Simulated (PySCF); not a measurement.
dimethylarsine, C2H7As, SMILES C[AsH]C, point group Cs.

Force field and properties: PBE0/pcSseg-1 (PySCF, grid level 2). Vibrational terms come from second-order perturbation theory with semi-diagonal cubic constants, by steps of ±0.6 along the normal coordinates of each isotopologue. The parent has the commonest isotopes.

Equilibrium geometry (Å):

```csv
atom,x,y,z
C1,-1.4858,-0.0231,-0.1340
As2,0.0759,1.1683,0.0092
C3,1.4193,-0.2118,0.4212
H4,-1.2789,-0.9065,-0.7449
H5,-2.3238,0.5283,-0.5713
H6,-1.7779,-0.3421,0.8716
H7,0.3644,1.2024,-1.4890
H8,1.3432,-1.0756,-0.2453
H9,2.4210,0.2206,0.3372
H10,1.2781,-0.5419,1.4553
```

Give the equilibrium and ground-state rotational constants (MHz) of parent; ¹³C at 1.


```tsv
species	Ae	Be	Ce	A0	B0	C0	Δ0 (u Å²)	harmonic ZPE (cm⁻¹)
parent	10797	6441.1	4418.9	10776	6372.4	4377.9	-10.771	18031
¹³C at 1	10620	6262.5	4305.2	10599	6196.1	4265.6	-10.767	17996
```

Δ0 = Ic − Ia − Ib from the ground-state constants.

How is the parent's vibrational correction B0 − Be made up?


```
axis  harmonic  Coriolis  cubic  total (MHz)
   a      35.9     -31.7  -25.8        -21.6
   b      15.1     -10.8    -73        -68.7
   c      3.83     -3.99  -40.8        -40.9
```

And its quartic centrifugal distortion constants from the harmonic force field?

Asymmetric top, A reduction, Ir representation: ΔJ = 6.38 kHz, ΔJK = -26.6 kHz, ΔK = 70.4 kHz, δJ = 2.59 kHz, δK = 0.469 kHz.

A mode lies under 250 cm⁻¹, where this perturbation treatment is rough. Internal rotors are held in one well.
